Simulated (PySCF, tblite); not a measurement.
C₄H₁₃NOSi₂.
Structure used (GFN2-xTB), in Å, numbered top down from 1:
```
atom  x, y, z in Å
N1    -3.5305    1.0224   -0.2495
Si2   -1.8132    1.1559   -0.2174
C3    -1.2793   -0.1594    1.0680
C4     0.1973   -0.2738    0.9896
O5     0.9443    0.4731    1.5818
C6     0.7063   -1.3652    0.0717
C7     2.1934   -1.2223   -0.2269
Si8    2.6005    0.3386   -1.2353
H9    -4.0461    0.9909    0.6158
H10   -4.0422    1.5585   -0.9304
H11   -1.2528    2.4522    0.1779
H12   -1.3766    0.7897   -1.5660
H13   -1.7675   -1.1067    0.8547
H14   -1.5704    0.1870    2.0582
H15    0.5053   -2.3206    0.5707
H16    0.1153   -1.3507   -0.8469
H17    2.7336   -1.1946    0.7203
H18    2.5360   -2.1105   -0.7619
H19    4.0566    0.4009   -1.3913
H20    1.9823    0.1864   -2.5618
H21    2.0988    1.5650   -0.6285
```

Computed with PBE0/pcSseg-1 in PySCF (dipole) on a GFN2-xTB geometry, gas phase.

Masses are those of the commonest isotopes; rigid-rotor values at the optimised geometry. The values belong to one conformer with, in the numbering `[NH2:1][SiH2:2][CH2:3][C:4](=[O:5])[CH2:6][CH2:7][SiH3:8]`, H–N1–Si2–C3 47° and -174°, N1–Si2–C3–C4 171°, Si2–C3–C4–O5 84°, C3–C4–C6–C7 166°, C4–C6–C7–Si8 -66°.

(1) Give the principal moments of inertia and the rotational constants in GHz.

(2) Classify the top.

(3) What does the inertial defect say?

(4) Give the other two planar moments, Paa and Pbb, and the rms extents of the mass along the axes.

(5) Where do the levels up to J = 3 lie, in MHz?

(6) Which types of transition are allowed, and where do some lines up to J = 5 fall?

(7) Estimate the classical rotational partition function at 25 K, 50 K and 200 K.

Results:

(1) Ia = 209.44, Ib = 744.07, Ic = 822.26 u·Å²; 505379 MHz·u·Å²/I gives 2413, 679.2 and 614.6 MHz, that is A = 2.4130, B = 0.6792, C = 0.6146 GHz.

(2) A near-prolate asymmetric top. Ray's parameter κ = (2B − A − C)/(A − C) = -0.928; −1 is the prolate and +1 the oblate limit.

(3) Not planar: Δ = Ic − Ia − Ib = -131.25 u·Å². For a rigid frame Δ = −2 Σ m c², so Σ m c² = 65.63 u·Å² lies off the ab plane: 15.65 from hydrogen and 49.98 from heavier atoms. The atom farthest from that plane is 1.68 Å away.

(4) Paa = Σ m a² = (Ib + Ic − Ia)/2 = 678.44 and Pbb = Σ m b² = (Ia + Ic − Ib)/2 = 143.82 u·Å². With the mass M = 147.05 u, the rms extents √(P/M) along a, b and c are 2.15, 0.99, 0.67 Å.

(5) Above 0(0,0):
J = 1: 1(0,1) 1294, 1(1,1) 3028, 1(1,0) 3092
J = 2: 2(0,2) 3880, 2(1,2) 5551, 2(1,1) 5744, 2(2,1) 10946, 2(2,0) 10947
J = 3: 3(0,3) 7754, 3(1,3) 9334, 3(1,2) 9722, 3(2,2) 14827, 3(2,1) 14836, 3(3,1) 23659, 3(3,0) 23659
Those of J = 1 are B + C, A + C and A + B.

(6) The dipole components are |μa| = 2.71 D, |μb| = 0.23 D, |μc| = 1.92 D. Intensities carry the squares of the components, which stand as 1.00 : 0.01 : 0.50 (a : b : c). Some lines, for components of 0.1 D or more:

```
type  branch         J(Ka,Kc)    MHz  lower level (cm⁻¹)
   c       Q  5(1,5) ← 5(0,5)   1331               0.645
   a       R  2(1,1) ← 1(1,0)   2652               0.103
   b       R  4(0,4) ← 3(1,3)   3578               0.311
   a       R  3(2,1) ← 2(2,0)   3889               0.365
   a       R  3(1,2) ← 2(1,1)   3977               0.192
   a       R  4(3,2) ← 3(3,1)   5179               0.789
   a       R  4(3,1) ← 3(3,0)   5179               0.789
   a       R  5(1,5) ← 4(1,4)   6300               0.480
   b       R  4(1,4) ← 3(0,3)   6623               0.259
   c       R  4(1,3) ← 3(0,3)   7268               0.259
   c       R  5(2,3) ← 4(1,3)  11505               0.501
   c       R  3(3,1) ← 2(2,1)  12713               0.365
   b       R  4(4,0) ← 3(3,1)  17538               0.789
   c       R  5(4,1) ← 4(3,1)  18832               0.962
   c       R  5(4,2) ← 4(3,2)  18832               0.962
   b       R  5(4,1) ← 4(3,2)  18832               0.962
   b       R  5(5,1) ← 4(4,0)  22364               1.374
   c       R  5(5,0) ← 4(4,0)  22364               1.374
```

(7) Point group C1, symmetry number σ = 1; q = (√π/σ)·√((kT/h)³/(ABC)), k/h = 20836.6 MHz/K: 21000 at 25 K, 59400 at 50 K, 475000 at 200 K.

Its GFN2-xTB frequencies are all real (lowest 23 cm⁻¹). Constants of a rigid frame at the computed geometry: no zero-point averaging, no centrifugal distortion. A rigid rotor knows nothing of inversion at nitrogen or internal rotation, which can split or shift real lines. Quadrupole hyperfine structure (14N) is left out.

Hardware: one thread, Arm Neoverse V1 (aarch64), shared host. Cost: 58 s of wall time (grids of density and orbitals included), 0.92 GiB resident at most. This is the PBE0/pcSseg-1 job that gave the dipole, with the shieldings it also computed.
